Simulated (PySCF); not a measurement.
BP86 on Ga⁻ (gallium, charge -1), [Ar] 3d10 4s2 4p2, high-spin 3P determinant. Computed with PySCF 2.14 in def2-TZVPPD (7s5p5d1f, 54 functions), with the non-relativistic Hamiltonian (point nucleus).

```
cycle= 1 E= -1925.06122242498  delta_E= -0.00879  |g|= 0.293  |ddm|= 0.292
cycle= 2 E= -1925.04341484093  delta_E= 0.0178  |g|= 0.449  |ddm|= 0.268
cycle= 3 E= -1925.07290720128  delta_E= -0.0295  |g|= 0.0121  |ddm|= 0.187
cycle= 4 E= -1925.0729853864  delta_E= -7.82e-05  |g|= 0.000798  |ddm|= 0.0239
cycle= 5 E= -1925.07298562312  delta_E= -2.37e-07  |g|= 9.54e-05  |ddm|= 0.00097
cycle= 6 E= -1925.07298562524  delta_E= -2.12e-09  |g|= 6.3e-06  |ddm|= 7.83e-05
cycle= 7 E= -1925.07298562526  delta_E= -1.68e-11  |g|= 3.56e-07  |ddm|= 6.77e-06
converged SCF energy = -1925.07298562526  <S^2> = 2.0023258  2S+1 = 3.0015501
```

Highest occupied orbital energy: 2.647 eV; ⟨L²⟩ = 2.01; populations by l: s 8.00, p 14.00, d 10.00, f 0.00.

Question: Can this result be used?

Answer: With care. Self-consistency was reached. At BP86 the highest occupied level has a positive energy, so only the finite basis holds that electron; in a semilocal or global hybrid functional this comes from self-interaction and does not mean that the real anion is unbound.
